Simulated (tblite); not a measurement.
C8H14OSi.
Numbering: `[CH3:1][C:2](=[O:3])[C@@H:4]1[CH2:5][C@@:6]1([SiH3:7])[CH:8]1[CH2:9][CH2:10]1` (hydrogens: H11, H12, H13 on C1; H14 on C4; H15, H16 on C5; H17, H18, H19 on Si7; H20 on C8; H21, H22 on C9; H23, H24 on C10)

A start from a force field or distance geometry was refined with GFN2-xTB geometry optimisation, gas phase (tblite 0.8.0). Values at the start:

```
  coordinate    start
      C1–H11  1.122 Å
       C2=O3  1.204 Å
       C2–C4  1.503 Å
       C4–C6  1.466 Å
      C4–H14  1.099 Å
       C5–C6  1.531 Å
      C5–H15  1.099 Å
      C5–H16  1.096 Å
      C6–Si7  1.873 Å
       C6–C8  1.508 Å
       C8–C9  1.520 Å
      C8–H20  1.135 Å
      C9–C10  1.539 Å
      C9–H21  1.100 Å
      C9–H22  1.094 Å
     C10–H24  1.132 Å
    C2–C4–C5   111.8°
    C2–C4–C6   121.0°
    C4–C5–C6    57.5°
   C4–C6–Si7   120.5°
    C5–C4–C6    61.8°
   C5–C6–Si7   113.6°
    C5–C6–C8   111.3°
   C6–C8–C10   116.7°
 C2–C4–C5–C6    -115°
 C2–C4–C6–C5     100°
C4–C5–C6–Si7     113°
C6–C8–C9–C10    -106°
```

Problem. How do these coordinates change at the GFN2-xTB level?

Solution. 
```json
{"coordinate": "C4–C6", "GFN2-xTB (Å or °)": "1.518", "change": "+0.052"}
{"coordinate": "C10–H24", "GFN2-xTB (Å or °)": "1.080", "change": "-0.052"}
{"coordinate": "C8–H20", "GFN2-xTB (Å or °)": "1.084", "change": "-0.051"}
{"coordinate": "C5–C6", "GFN2-xTB (Å or °)": "1.486", "change": "-0.045"}
{"coordinate": "C2–C4", "GFN2-xTB (Å or °)": "1.461", "change": "-0.042"}
{"coordinate": "C9–C10", "GFN2-xTB (Å or °)": "1.500", "change": "-0.039"}
{"coordinate": "C1–H11", "GFN2-xTB (Å or °)": "1.085", "change": "-0.037"}
{"coordinate": "C6–Si7", "GFN2-xTB (Å or °)": "1.908", "change": "+0.035"}
{"coordinate": "C8–C9", "GFN2-xTB (Å or °)": "1.499", "change": "-0.021"}
{"coordinate": "C9–H21", "GFN2-xTB (Å or °)": "1.080", "change": "-0.020"}
{"coordinate": "C5–H15", "GFN2-xTB (Å or °)": "1.082", "change": "-0.017"}
{"coordinate": "C4–H14", "GFN2-xTB (Å or °)": "1.082", "change": "-0.017"}
{"coordinate": "C5–H16", "GFN2-xTB (Å or °)": "1.080", "change": "-0.016"}
{"coordinate": "C9–H22", "GFN2-xTB (Å or °)": "1.079", "change": "-0.015"}
{"coordinate": "C2=O3", "GFN2-xTB (Å or °)": "1.219", "change": "+0.015"}
{"coordinate": "C6–C8", "GFN2-xTB (Å or °)": "1.495", "change": "-0.013"}
{"coordinate": "C6–C8–C10", "GFN2-xTB (Å or °)": "124.1", "change": "+7.4"}
{"coordinate": "C5–C6–C8", "GFN2-xTB (Å or °)": "118.6", "change": "+7.3"}
{"coordinate": "C2–C4–C6", "GFN2-xTB (Å or °)": "115.7", "change": "-5.3"}
{"coordinate": "C2–C4–C5", "GFN2-xTB (Å or °)": "116.7", "change": "+4.9"}
{"coordinate": "C4–C6–Si7", "GFN2-xTB (Å or °)": "116.0", "change": "-4.5"}
{"coordinate": "C5–C6–Si7", "GFN2-xTB (Å or °)": "117.1", "change": "+3.5"}
{"coordinate": "C5–C4–C6", "GFN2-xTB (Å or °)": "58.6", "change": "-3.2"}
{"coordinate": "C4–C5–C6", "GFN2-xTB (Å or °)": "60.7", "change": "+3.2"}
{"coordinate": "C2–C4–C5–C6", "GFN2-xTB (Å or °)": "-105", "change": "+10"}
{"coordinate": "C6–C8–C9–C10", "GFN2-xTB (Å or °)": "-114", "change": "-8"}
{"coordinate": "C2–C4–C6–C5", "GFN2-xTB (Å or °)": "107", "change": "+7"}
{"coordinate": "C4–C5–C6–Si7", "GFN2-xTB (Å or °)": "106", "change": "-7"}
```

The energy falls by 0.803 eV over 84 L-BFGS steps, the largest force on an atom goes from 2.39 to 0.009 eV/Å, and the atoms move by 0.251 Å rms after alignment. Among the bonds, C4–C6, C8–H20 and C10–H24 change most and about equally (-0.052 to +0.052 Å). Bonds longer at the end by more than 0.005 Å: 4 of 25; shorter: 14. Among the dihedrals that turn most is C4–C6–Si7–H17, from 49° to 77°. Rotational constants go from 1575, 898.6, 684.4 to 1602, 915.3, 718.5 MHz.

GFN2-xTB frequencies show an imaginary mode (113i cm⁻¹), so the point is no minimum at that level.

All values are computed, not measured.
